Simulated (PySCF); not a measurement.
**Co⁺: excitation energy**

Co⁺ [Ar] 3d8 (3F) → Co⁺ [Ar] 3d7 4p1 (high-spin determinant), as a difference of total energies. All numbers are calculated (PySCF 2.14, no relativity, point nucleus, in def2-TZVPPD). Correlated levels: valence: [Ar] frozen; valence and next inner shell: [Ne] frozen. The calculations carry no spin-orbit coupling.

```csv
method,excitation energy (eV)
UHF,3.641
LDA,6.360
PBE,6.022
PBE0,5.627
r2SCAN,5.697
revPBE,5.955
wB97M-V,5.942
M06-2X,5.466
MP2 (valence),5.894
SCS-MP2 (valence),5.920
MP2 (valence and next inner shell),6.469
SCS-MP2 (valence and next inner shell),6.298
```

How much does correlation contribute at MP2 (valence and next inner shell)?

6.469 − (3.641) = 2.828 eV, measured against UHF.

A first-order spin-orbit estimate (lowest level to lowest level, LS coupling) adds 0.011 eV.

The determinant of the upper state mixes LS terms, which raises its energy above the lowest term, most at the Hartree-Fock and MP2 levels.
